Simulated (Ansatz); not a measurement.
A search over several starts for the lowest SCF solution of cis-Hf(H2O)2Br4 (HfBr₄O₂H₄) at the given spin, in a small basis.

```yaml
crystal:
  periodic: [false, false, false]
  atoms:
    - {symbol: Br, position_ang: [-0.365665, 0.012300, -3.118830]}
    - {symbol: Br, position_ang: [-3.119473, -0.021615, -0.362318]}
    - {symbol: Br, position_ang: [-0.150645, 2.507113, -0.119169]}
    - {symbol: Br, position_ang: [-0.112499, -2.507462, -0.142978]}
    - {symbol: Hf, position_ang: [-0.606815, -0.001564, -0.605851]}
    - {symbol: O, position_ang: [-0.412583, -0.011588, 1.718528]}
    - {symbol: O, position_ang: [1.717956, 0.014695, -0.414670]}
    - {symbol: H, position_ang: [-0.676183, -0.808794, 2.204270]}
    - {symbol: H, position_ang: [-0.687437, 0.777274, 2.211585]}
    - {symbol: H, position_ang: [2.200189, 0.812792, -0.681974]}
    - {symbol: H, position_ang: [2.213156, -0.773170, -0.688583]}
basis:
  gaussian: {orbitals: def2-SVP, initial_orbitals: start.molden}
hamiltonian: {xc: pbe, dispersion: d4}
output: {orbitals: {seedname: orbitals}}
```

The file start.molden holds the orbitals of an earlier run on this structure, at another level or in another basis.

```sh
$ ansatz run in.yaml --threads 4 --pin off --events-out ev --progress --plain --max-ram 4787MiB
```

Output, abridged:

```
Functional definition: PBE
  name "PBE"
  cite "Perdew, Burke & Ernzerhof, Phys. Rev. Lett. 77, 3865 (1996) doi:10.1103/PhysRevLett.77.3865"
  parent pbe
  parameter kappa = 0.804
  parameter beta = 0.06672455060314922
  exchange = pbe_x(kappa = kappa, mu = beta*pi^2/3)
  correlation = pbe_c(beta = beta)
2212 factors; their error is unknown
mean field evaluation 1: about -285502.0215 eV, gradient 6.2e2 eV
mean field evaluation 2: about -285536.8250 eV, gradient 6.3e1 eV
mean field evaluation 4: about -285576.2718 eV, gradient 3.1e1 eV
mean field evaluation 8: about -285578.0939 eV, gradient 4.2e-4 eV
mean field evaluation 16: about -285578.3184 eV, gradient 3.8e0 eV
mean field -285578.09392231 eV, -10494.8013798603 hartree, gradient 7.4e-6 eV, S^2 0.000000; 1 other end points of the search recorded, 0 dependent functions left out
reference -285578.09400091 eV, -10494.8013827490 hartree; 86, 86 occupied and 122, 122 virtual orbitals, 2212 factors
Total energy: -285578.50867312 eV, -10494.8166216714 hartree
```

Hardware: 4 threads of Arm Neoverse V1 on a shared host. Wall time 8 s.

In the def2 sets Hf takes a core potential; there is no spin–orbit coupling. No other spin state of charge 0 was run.
